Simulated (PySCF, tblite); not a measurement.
Isomers of C8H16BP. Level: GFN2-xTB in tblite, geometry and Hessian alike; calculated harmonic values, unscaled, isolated species. Against measured fundamentals such values can be off by several per cent, at times by over 20. Modes of hydrogen on boron and phosphorus can be 10 to 20 % off. One conformer each.

Electronic energies: PBE0-D3(BJ)/def2-SVP at its own geometries (PySCF, gas phase).

| SMILES | electronic energy, lowest = 0 (kcal/mol) |
| --- | --- |
| [BH3-][P@@H+]1C=CC(C(C)C)=C1C | 0.0 |
| [BH3-][P@+](CC)(CC#C)C1CC1 | 37.4 |
| [BH3-][P@+]1(C(C)(C)C)C=C1C=C | 35.8 |

Q: How do GFN2-xTB zero-point energies change the relative energies?

A: 
```
                       SMILES  ZPE (kcal/mol)  of it from modes above 1550 cm⁻¹  electronic (kcal/mol)  with ZPE, lowest = 0 (kcal/mol)  lowest mode (cm⁻¹)  rings
[BH3-][P@@H+]1C=CC(C(C)C)=C1C           134.2                              68.1                    0.0                              0.0                  37      1
[BH3-][P@+]1(C(C)(C)C)C=C1C=C           133.2                              71.8                   35.8                             34.9                  13      1
   [BH3-][P@+](CC)(CC#C)C1CC1           133.3                              70.2                   37.4                             36.6                  27      1
```

The zero-point energies span 1.0 kcal/mol, from `[BH3-][P@+]1(C(C)(C)C)C=C1C=C` to `[BH3-][P@@H+]1C=CC(C(C)C)=C1C`. The order is unchanged.

Q: And how do the electronic energies of GFN2-xTB itself compare?

A: `[BH3-][P@@H+]1C=CC(C(C)C)=C1C` 0.0; `[BH3-][P@+]1(C(C)(C)C)C=C1C=C` 49.5; `[BH3-][P@+](CC)(CC#C)C1CC1` 39.9 kcal/mol, lowest = 0. Against the energies above, taken from the same isomer `[BH3-][P@@H+]1C=CC(C(C)C)=C1C`, the largest difference is 13.7 kcal/mol. The two levels were optimised apart and needn't hold the same conformer.
